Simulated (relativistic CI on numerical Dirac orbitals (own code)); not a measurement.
What each ingredient does to the levels of Tl61+

Base calculation: Dirac-Coulomb-Breit CI, separate exchange-only KLI orbitals for each configuration, a model potential for QED, unscaled Slater integrals.

Configurations in the expansion (outside the closed core [Ne]): 3s2 3p6 3d2, 3s2 3p5 3d3, 3s 3p6 3d3, 3s2 3p6 3d 4s, 3s2 3p6 3d 4p, 3s2 3p6 3d 4d, 3s2 3p5 3d2 4s, 3s2 3p6 3d 4f, 3s2 3p5 3d2 4p, 3s2 3p5 3d2 4d, 3s 3p6 3d2 4s, 3s2 3p6 4s2, 3p6 3d3 4p, 3s 3p6 3d2 4p, 3s2 3p6 4s 4p, 3s2 3p6 3d 5s, 3s2 3p6 3d 5d, 3s2 3p6 3d 5g, 3p6 3d4, 3p5 3d5, 3p5 3d4 4s, 3p6 3d3 4s, 3p5 3d3 4s2, 3s2 3p6 4s 4d, 3s2 3p5 4s2 4d, 3s2 3p6 4p2, 3s2 3p5 4s 4p2, 3s 3p6 3d 4s2, 3s 3p6 4s2 4p, 3s 3p6 4s2 4d. Double excitations out of closed p, d and f shells are left out; levels of such configurations are missing from the list, as are those of other unlisted configurations, and high levels can miss mixing partners. These lack a partner that the ground configuration has and come out too high: 3s2 3p5 3d2 4p, 3s2 3p5 3d2 4d.

The lowest level and the first level of each name with at least 55 % of one term (blank where a level has no safe partner in the second run):

```csv
Level,Base (eV),Shift (eV)
3s2 3p6 3d2 3F_2,0.000,0.000
3s2 3p6 3d2 3P_0,27.611,+0.173
3s2 3p6 3d2 3F_3,111.815,-0.027
3s2 3p6 3d2 1G_4,127.653,-0.042
3s2 3p6 3d2 3P_1,129.709,0.000
3s2 3p6 3d2 3F_4,232.851,-0.050
3s2 3p6 3d2 1S_0,271.081,+0.207
3s2 3p5 3d3 3I°_7,540.938,-0.331
3s2 3p5 3d3 3P°_1,542.816,-0.282
```

At this charge energies of transitions that change n are usually good to better than 1 %, and those within a shell (Δn = 0) to a few per cent.

Question: One thing was changed in a second run, which moved the levels as shown. Which?
A. valence Slater integrals scaled by 0.9
B. one mean potential for all configurations
C. Breit term removed
D. QED terms removed
E. only the first 3 configurations

Answer: E. Only the first 3 configurations. With fewer configurations the levels that remain lose their mixing partners.

LS names give the leading component of a level, which can be under half, so a name can repeat, a term be missing and a line seem to break the LS rules.
